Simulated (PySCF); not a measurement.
# Thallium: a sound run and one with changed settings

Sound run: Tl+ [Xe] 4f14 5d10 6s2, Tl(2+) [Xe] 4f14 5d10 6s1. All numbers are calculated (PySCF 2.14, a scalar-relativistic core potential, in aug-cc-pVDZ-PP with ECP60MDF). The sound run starts from symmetry-adapted Hartree-Fock orbitals and uses a fine grid where one is needed.

A second run was set up differently.

```json
{"species": "Tl+", "method": "UHF", "sound run (hartree)": "-171.32881", "changed run (hartree)": "-171.32881", "converged": "yes"}
{"species": "Tl+", "method": "BP86", "sound run (hartree)": "-172.44036", "changed run (hartree)": "-172.47577", "converged": "yes"}
{"species": "Tl+", "method": "TPSS", "sound run (hartree)": "-172.25050", "changed run (hartree)": "-172.29732", "converged": "yes"}
{"species": "Tl(2+)", "method": "UHF", "sound run (hartree)": "-170.65366", "changed run (hartree)": "-170.65366", "converged": "yes"}
{"species": "Tl(2+)", "method": "BP86", "sound run (hartree)": "-171.68162", "changed run (hartree)": "-171.71412", "converged": "yes"}
{"species": "Tl(2+)", "method": "TPSS", "sound run (hartree)": "-171.50552", "changed run (hartree)": "-171.55236", "converged": "yes"}
```

Ionisation energy of Tl+:

```csv
method,sound run (eV),changed run (eV)
UHF,18.372,18.372
BP86,20.647,20.726
TPSS,20.272,20.271
```

(1) What was changed?
A. level shift left on
B. too few SCF iterations
C. radial grid too coarse
D. minimal basis

Results:

(1) C. It used radial step 0.5 in ln r (0.13 in the sound run). A coarse radial grid mis-integrates the density and the exchange-correlation energy, with errors of either sign; Hartree-Fock needs no grid.
